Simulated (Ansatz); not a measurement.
Ansatz (a quantum-chemistry and plane-wave program) input file for Sn(H)2(OH)(OMe) (CH6O2Sn), SMILES C[O][SnH2][OH], PBE/def2-SVPD. Geometry optimised at B3LYP-D3(BJ)/def2-SVP. The structure was generated by enumeration; whether it is a known compound was not checked. The def2 effective core potentials stand for the cores of Sn; spin–orbit coupling is left out. One conformer was computed; it need not be the lowest.

Ansatz 0.2 input:
```yaml
crystal:
  periodic: [false, false, false]
  atoms:
    - {symbol: Sn, position_ang: [0.33589019, -0.29782698, -0.30065226]}
    - {symbol: O, position_ang: [1.55039903, 1.02011456, 0.57747607]}
    - {symbol: O, position_ang: [-1.42201796, -0.23584371, 0.64117491]}
    - {symbol: C, position_ang: [-2.20348807, 0.93440053, 0.63390099]}
    - {symbol: H, position_ang: [0.85553848, -1.91185566, -0.06132316]}
    - {symbol: H, position_ang: [0.18237852, 0.31220620, -1.89401851]}
    - {symbol: H, position_ang: [1.68798583, 0.82272007, 1.51469663]}
    - {symbol: H, position_ang: [-2.42862871, 1.30049776, -0.38925367]}
    - {symbol: H, position_ang: [-3.16873218, 0.71728868, 1.12401989]}
    - {symbol: H, position_ang: [-1.72917187, 1.76992205, 1.18587812]}
basis:
  gaussian:
    orbitals: def2-SVPD
hamiltonian:
  xc: {name: PBE}
```

It prints:

```
WARN ansatz: RAYON_NUM_THREADS=1 ignored (pool sized by the plan → 1); use --threads N
Functional definition: PBE
integrals: 0.07 GiB planned
1276 factors; their error is unknown
mean field: 0.52 GiB planned
mean field evaluation 1: about -11035.9076 eV, gradient 8.6e1 eV
mean field evaluation 2: about -10866.4171 eV, gradient 2.5e2 eV
mean field evaluation 4: about -11048.5146 eV, gradient 3.4e1 eV
mean field evaluation 8: about -11050.6107 eV, gradient 2.7e-1 eV
mean field evaluation 16: about -11050.5667 eV, gradient 3.6e-4 eV
mean field -11050.56673140 eV, -406.1008370357 hartree, gradient 3.9e-5 eV, S^2 0.000000; 0 other end points of the search recorded, 0 dependent functions left out
reference -11050.56678116 eV, -406.1008388645 hartree; 25, 25 occupied and 121, 121 virtual orbitals, 1276 factors
Total energy: -11050.56678116 eV, -406.1008388645 hartree
```

The run converged.
